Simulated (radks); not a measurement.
Spherical jellium clusters: N electrons in a uniform positive sphere of charge N and radius rs N^(1/3), rs = 3.1 bohr. Level of theory: non-relativistic Kohn-Sham, LDA (Slater exchange, Perdew-Wang correlation), spin-polarised, spherical densities (a radial shooting solver with Libxc functionals). Levels are named by radial order and angular momentum (1s, 1p, 1d, 2s, ...), and open shells are averaged over m. Each electron was tried in the lowest free levels, single moves between levels near the top were tried too, and the lowest total energy was kept; such a search can miss a lower state. Energies include the self-energy of the background; IP and EA are vertical (highest electron removed, lowest free level filled), at fixed background; spill-out counts the electrons outside the background radius R, and alpha is the static dipole polarisability from linear response (closed shells only). A dash means not computed or, for alpha, an open shell; in EA it means that no bound solution was reached, which is typical of self-interaction and does not show that the anion is unstable. Real open-shell clusters deform, which this model forbids.

N,open shells,2S,E/N (eV),E(N+1) + E(N-1) - 2E(N) (eV),IP (eV),EA (eV),-e(HOMO) (eV),alpha/R^3
1,"1s(up 1, down 0)",1,-0.907,-,-,-,3.501,-
2,none,0,-1.530,1.645,6.387,-,3.884,1.891
3,"1p(up 1, down 0)",1,-1.190,-0.824,4.257,-,2.301,-
4,"1p(up 2, down 0)",2,-1.226,-0.652,5.047,-,3.015,-
5,"1p(up 3, down 0)",3,-1.378,0.332,5.516,-,3.494,-
6,"1p(up 3, down 1)",2,-1.424,-0.528,5.006,-,3.183,-
7,"1p(up 3, down 2)",1,-1.532,-0.394,5.431,1.886,3.599,-
8,none,0,-1.662,1.861,5.716,-,3.903,1.598
9,"1d(up 1, down 0)",1,-1.557,-0.365,3.755,-,2.160,-
10,"1d(up 2, down 0)",2,-1.509,-0.325,4.128,-,2.533,-
11,"1d(up 3, down 0)",3,-1.500,-0.287,4.423,-,2.836,-
12,"1d(up 4, down 0)",4,-1.516,-0.252,4.663,1.592,3.089,-
13,"1d(up 5, down 0)",5,-1.548,0.419,4.861,-,3.302,-
14,"1d(up 5, down 1)",4,-1.547,-0.260,4.388,1.490,2.908,-
15,"1d(up 5, down 2)",3,-1.563,-0.227,4.617,1.729,3.144,-
16,"1d(up 5, down 3)",2,-1.591,-0.199,4.808,1.935,3.344,-
17,"1d(up 5, down 4)",1,-1.627,-0.176,4.968,2.116,3.517,-
18,none,0,-1.669,0.254,5.105,1.931,3.667,1.454
19,"2s(up 1, down 0)",1,-1.693,0.214,4.813,1.812,3.418,-
20,none,0,-1.705,0.897,4.612,-,3.265,1.501
21,"1f(up 1, down 0)",1,-1.672,-0.184,3.749,-,2.424,-
22,"1f(up 2, down 0)",2,-1.651,-0.170,3.916,1.322,2.598,-
23,"1f(up 3, down 0)",3,-1.639,-0.158,4.064,1.484,2.755,-
24,"1f(up 4, down 0)",4,-1.634,-,4.198,1.632,2.897,-

All shells are closed at N = 2, 8, 18, 20 (there: 1s2 1p6 1d10 2s2); the second difference of the energy has clear peaks (12 % above both neighbours; the first and last values, which can be the largest, are not judged, and half-filled shells can peak too) at N = 5, 8, 13, 18, 20.
